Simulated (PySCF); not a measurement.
## Gas-phase XPS of cyclo-(SiH2)4, computed

Cyclo-(SiH2)4.
Cartesian coordinates in Å at the PBE0-D3(BJ)/def2-SVP level; atoms count from 1:
```xyz
12
Si4H8 angstrom
Si     0.9822   -1.3747   -0.0209
H      0.4861   -2.7843    0.0690
H      2.4755   -1.3896   -0.1350
Si     0.1240    0.0434    1.6786
H     -0.8323   -0.6518    2.5975
H      1.1517    0.7581    2.4991
Si    -0.9518    1.3698    0.0283
H     -2.4445    1.3824    0.1398
H     -0.4588    2.7805   -0.0574
Si    -0.1048   -0.0578   -1.6703
H      0.8374    0.6211   -2.6153
H     -1.1493   -0.7799   -2.4623
```

Computed with PySCF, delta-SCF UKS SCAN, pcX-2 on the ionised atom, pcseg-1 elsewhere, spin-free X2C. Binding energies are ΔSCF values: E(core-ionised, relaxed orbitals) − E(ground state) at a fixed geometry, referred to the vacuum level.

Problem. Give the core binding energies atom by atom.

Solution. 
```tsv
atom(s)	environment	level	binding energy (eV)	2p1/2 (eV)	count
Si1/Si4/Si7/Si10	silicon bonded to 2 Si and 2 H	Si 2p3/2	106.11	106.73	4
Si1/Si4/Si7/Si10	silicon bonded to 2 Si and 2 H	Si 1s	1845.77	–	4
```

Problem. Which photon energy gives electrons from Si 1s of Si1/Si4/Si7/Si10 a kinetic energy of 150 eV, and what is their de Broglie wavelength?

Solution. hν = 1845.77 + 150 = 1995.77 eV, recoil neglected; λ = 12.264 Å/√(E/eV) = 1.00 Å.

Atoms equivalent by their bonding share one computed value, that of the first of them. 2p3/2 and 2p1/2 are the ΔSCF energy of one spin-free 2p hole plus the eigenvalues of a spin–orbit and ligand-field matrix of the shell. 2p1/2 minus 2p3/2 (ligand field included): Si 0.62 eV. Geometry: PBE0-D3(BJ)/def2-SVP, one conformer, isolated molecule.

Time: 25 s wall; peak memory 0.41 GiB. Hardware: an Intel Xeon at 2.50 GHz with one thread, on a shared host.
